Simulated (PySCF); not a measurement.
F5V, SMILES [F][V]([F])([F])([F])[F] (connectivity only; charge and spin as stated), charge -1, multiplicity 2.

Geometry: PBE-D3(BJ)/def2-SVPD. A frequency run showed that this geometry is not a minimum. The multiplicity is an assumed one; no other spin state was optimised. The isomer is the one that the SMILES or the coordinates give; other isomers of the formula were not compared.

Method: PBE-D3(BJ)/def2-SVPD in PySCF 2.14.0.

Frequencies are harmonic and unscaled.

```csv
mode,ν (cm⁻¹),IR (km/mol),moving atoms (share of kinetic energy)
1,96i,39.1,"F 89 %, V 11 %"
2,131,0.1,F 99 %
3,182,62.5,"F 74 %, V 26 %"
4,233,1.4,F 97 %
5,265,0.0,F 100 %
6,268,8.7,"F 77 %, V 23 %"
7,287,5.1,"F 84 %, V 16 %"
8,488,0.1,F 100 %
9,577,406.1,"F 72 %, V 28 %"
10,596,392.3,"F 53 %, V 47 %"
11,610,0.2,F 100 %
12,679,210.9,"F 59 %, V 41 %"
```
